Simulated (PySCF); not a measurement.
**Nuclear quadrupole coupling in `C[C@@H]1CN[Si@H](C(F)(F)F)C1`**

Compound: C5H10F3NSi.
Geometry (GFN2-xTB, Å), atoms numbered from 1 in this order:
```
atom  x, y, z in Å
C1    -1.713    0.961    0.536
C2    -1.393   -0.093   -0.519
C3    -1.036   -1.425    0.152
N4     0.331   -1.291    0.629
Si5    1.311   -0.407   -0.450
C6     2.419    0.798    0.598
F7     1.755    1.785    1.228
F8     3.108    0.144    1.558
F9     3.350    1.405   -0.168
C10   -0.178    0.338   -1.356
H11   -1.949    1.911    0.064
H12   -2.568    0.658    1.136
H13   -0.857    1.105    1.191
H14   -2.268   -0.233   -1.160
H15   -1.123   -2.248   -0.569
H16   -1.701   -1.632    0.993
H17    0.629   -1.996    1.283
H18    2.279   -1.089   -1.318
H19   -0.164    1.417   -1.481
H20   -0.238   -0.098   -2.352
```

Field gradients from the PBE0/pcSseg-1 density (PySCF, non-relativistic), principal values in atomic units, ordered |Vxx| ≤ |Vyy| ≤ |Vzz|:

| atom | Vxx | Vyy | Vzz |
| --- | --- | --- | --- |
| N4 | 0.3236 | 0.6901 | -1.0137 |

Problem. Find the asymmetry η = (Vxx − Vyy)/Vzz and the couplings χ = eQV/h (234.96 MHz × Q in barn × V in au), with Q(14N) = 0.02044 b.

Solution. 
| atom | environment | nucleus | η | χzz (MHz) | χxx (MHz) | χyy (MHz) |
| --- | --- | --- | --- | --- | --- | --- |
| N4 | silicon-bound nitrogen | 14N | 0.36 | -4.869 | 1.554 | 3.314 |

Problem. What is Vzz at N4 in SI units (1 au = 9.71736 × 10²¹ V/m²)?

Solution. -1.0137 au = -9.851 × 10²¹ V/m².

Problem. And the gradient at the other heavy atoms, for which no coupling is worked out here?

Solution. 
```json
{"atom": "C1", "environment": "methyl carbon", "Vzz (au)": "0.066", "η": "0.48"}
{"atom": "C2", "environment": "sp3 CH carbon", "Vzz (au)": "-0.067", "η": "0.92"}
{"atom": "C3", "environment": "sp3 carbon bound to nitrogen", "Vzz (au)": "0.254", "η": "0.14"}
{"atom": "Si5", "environment": "SiH silicon", "Vzz (au)": "-0.370", "η": "0.52"}
{"atom": "C6", "environment": "CF3 carbon", "Vzz (au)": "-0.567", "η": "0.01"}
{"atom": "F7", "environment": "fluorine of a CF3 group", "Vzz (au)": "2.821", "η": "0.04"}
{"atom": "F8", "environment": "fluorine of a CF3 group", "Vzz (au)": "2.806", "η": "0.03"}
{"atom": "F9", "environment": "fluorine of a CF3 group", "Vzz (au)": "2.793", "η": "0.05"}
{"atom": "C10", "environment": "sp3 carbon bound to silicon", "Vzz (au)": "0.071", "η": "0.72"}
```

Problem. What couplings would deuterons (Q(2H) = 0.00286 b) have in place of the hydrogens, at this geometry?

Solution. 
```csv
atom,bonded to,bond length (Å),Vzz (au),η,χzz (kHz)
H11,C1,1.087,0.3166,0.03,213
H12,C1,1.088,0.3157,0.03,212
H13,C1,1.087,0.3107,0.03,209
H14,C2,1.094,0.2991,0.00,201
H15,C3,1.097,0.2909,0.03,195
H16,C3,1.092,0.3003,0.04,202
H17,N4,1.007,0.4269,0.16,287
H18,Si5,1.468,0.1551,0.01,104
H19,C10,1.087,0.3196,0.04,215
H20,C10,1.089,0.3170,0.02,213
```

Geometry: GFN2-xTB, one conformer, isolated molecule. GFN2-xTB bond lengths can be off by several hundredths of an ångström, more for odd bonds, and the gradients follow them. A larger basis could move these couplings by a tenth or more.
